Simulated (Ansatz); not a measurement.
The first iterations of a band of FH + H4OSn (8 atoms, charge 0, multiplicity 1).

All numbers below come from RKS PBE-D4/def2-SVP (Ansatz 0.2.0).

| Quantity | Value |
| --- | --- |
| movable images | 7 |
| climbing image | yes |
| spring | 5.0 eV/Å² |
| optimiser | quadratic models (default) |
| start path | straight line |
| force threshold | 0.05 eV/Å |
| iteration limit | 60 |
| end points | relaxed |

First end point:

```xyz
8
Properties=species:S:1:pos:R:3
Sn 0.228 0.078 -0.077
H 0.099 0.298 1.666
H 1.868 -0.206 -0.511
H -0.490 1.440 -0.861
O -0.716 -1.637 -0.520
H -1.582 -1.577 -0.064
F -2.427 -0.403 1.456
H -1.604 -0.227 1.887
```

Last end point:

```xyz
8
Properties=species:S:1:pos:R:3
Sn -0.672 0.151 -0.511
H 0.915 -0.503 3.247
H 1.044 0.118 -0.520
H -1.537 1.374 -1.370
O -1.220 -1.696 -1.041
H -2.192 -1.789 -1.012
F -1.271 0.379 1.353
H 0.310 -0.269 2.829
```

| iteration | highest image above the first end (eV) | largest band force component (eV/Å) |
| --- | --- | --- |
| 1 | 2.421 | 5.105 |
| 2 | 1.470 | 3.329 |
| 3 | 0.889 | 1.606 |
| 4 | 0.812 | 4.944 |
| 5 | 0.786 | 1.072 |
| 6 | 0.762 | 1.033 |
| 7 | 0.700 | 0.591 |

**Question.** Does the band converge within its limit, and where does its top end?

**Answer.** It converged. It ended after 23 iterations with the highest image 0.791 eV above the first end. Another band between the same ends (7 images) ends at a top of the same energy, where a vibrational analysis finds 1 clearly imaginary mode. The orbitals stay closed-shell, which can raise the energy where a bond breaks towards radicals; this wasn't checked here.

The run took 6.1 min on 1 thread of Arm Neoverse V1, with other jobs on the host, peak memory 0.14 GiB.
